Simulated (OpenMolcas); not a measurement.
W4+ (d2) in a complex was computed by CASSCF with the d shell active (OpenMolcas, ANO-RCC-VDZP on the metal). Its lowest spin-free states, and all those of the highest spin:

```tsv
2S+1	Degeneracy	E (cm-1)
3	1	0.0
1	2	9323
3	3	10525
3	3	15639
1	1	16217
1	3	19828
1	3	20985
3	3	24056
1	2	28551
1	3	31936
1	1	44152
```

Q: Is the site octahedral, tetrahedral or cube-like, axial, or of lower symmetry?

A: The states with 2S+1 = 3 have orbital degeneracies 1, 3, 3, 3. Threefold states need a cubic site. For d2 at this spin an octahedron puts the threefold T1 below the threefold T2 and a tetrahedron or cube puts the single A2 below the threefold T2, so the site is a tetrahedron or a cube, which this pattern cannot tell apart. The first gap at this spin, 10500 cm-1, is |10Dq| in ligand-field theory. The run had W4+ with 4 ligands (oxide) in tetrahedral coordination (Td) at 1.91 Å. A charge of +1 e stands 2.6 Å behind each ligand. Ligand basis ANO-RCC-VDZP.

Without dynamic correlation the repulsion within the d shell is too large (B by tens of per cent), so at a given field states of lower spin stand too high. The least metal-like active orbital is 69 % on the metal (Löwdin) and no ligand orbital is active, so the numbers are rough. The oxide ions are held by bare point charges, a crude embedding. With metal d orbitals alone the field can be off either way by tens of per cent. Ligand-to-metal charge-transfer states are missing. With no ligand orbital active B as a rule stays too high, so bands that hang on it stand too high and its fall with covalency is understated. No measured value stands beside these numbers; the geometry was imposed, not optimised, and the real ion may take another.
